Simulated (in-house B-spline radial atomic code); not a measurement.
Configurations of Pd2+, with energies counted from [Kr] 4d8. Level of theory: scalar-relativistic (X2C) Hartree-Fock with fractional occupations, spin-polarised, spherical fractional occupations, Fermi nucleus of rms radius 4.5318 fm; calculated with a radial B-spline atomic code at the basis-set limit. Shells without spins written out take the highest spin.

Caution: exact exchange at fractional occupations of open shells leaves self-interaction of up to several eV.

Occupations are held fixed; configurations that lie above the ionisation limit could autoionise.

```csv
configuration,E - E(ref) (eV),highest orbital,its <r> (bohr)
[Kr] 4d7 5d1,22.056,5d up,4.941
"[Ar] 3d10 4s2 4p(2 up, 3 down) 4d(4 up, 5 down)",57.986,4d up,1.404
"[Ar] 3d10 4s2 4p(2 up, 3 down) 4d(3 up, 5 down) 5p(1 up, 0 down)",76.65,5p up,3.31
[Ar] 3d10 4s2 4p5 4d8 5f1,88.738,5f up,11.07
[Ar] 3d9 4s2 4p6 4d8 5p1,381.55,5p up,3.227
"[Ar] 3d(5 up, 4 down) 4s2 4p6 4d(5 up, 3 down) 4f(0 up, 1 down)",391.97,4f down,6.612
[Ar] 3d9 4s2 4p6 4d8 5f1,394.03,5f up,11.14
```

Problem. Order these further configurations by energy, lowest first.
A. [Ar] 3d9 4s2 4p6 4d8 4f1
B. [Kr] 4d7 4f1
C. [Ar] 3d10 4s2 4p5 4d8 5d1
D. [Kr] 4d7 5p1
E. [Kr] 4d(4 up, 3 down) 5p(1 up, 0 down)

Solution. D (15.066 eV), E (24.766 eV), B (25.331 eV), C (83.323 eV), A (391.94 eV).

Problem. How far above the reference does [Kr] 4d7 5s1 lie?

Solution. 6.3254 eV; its least bound orbital is 5s up with <r> = 2.562 bohr.

Problem. How far above the reference does [Ar] 3d10 4s2 4p5 4d8 5p1 lie?

Solution. 76.321 eV; its least bound orbital is 5p up with <r> = 3.238 bohr.
